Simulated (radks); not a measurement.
Radial electron density D(r) = 4 pi r^2 rho(r) of an atom or ion with 9 electrons. All-electron calculation, scalar-relativistic Kohn-Sham, PBE, spin-unpolarised, spherical densities, point nucleus. Program: a radial shooting solver on a logarithmic mesh with Libxc functionals.

r (bohr),D(r) (e/bohr)
0.003256,4.341
0.004074,6.288
0.005056,8.863
0.006275,12.27
0.007788,16.63
0.009744,22.16
0.01209,28.24
0.01501,34.55
0.01878,40.39
0.0233,44.17
0.02892,45.05
0.03618,42.56
0.04491,38.01
0.05574,33.94
0.06917,33.27
0.08654,37.19
0.1074,42.56
0.1333,43.94
0.1668,37.04
0.207,24.21
0.2569,11.54
0.3214,3.560
0.3989,0.7064
0.495,0.07779
0.6144,0.004142

What is the nuclear charge?

Answer. Z = 37. The innermost maximum, from 1s, lies near gamma/Z bohr with gamma = sqrt(1 - (Z/c)^2) = 0.963, here 0.026 bohr (found: 0.0276), and its height grows with Z. The density is that of the rubidium ion Rb28+ in [He] 2s2 2p5; the configuration itself is not fixed sharply by these data, and Z only to a few units. D(r) has 2 maxima, at r = 0.0276, 0.125 bohr, and minima at 0.0644 bohr, inside which lie 2.17 electrons.
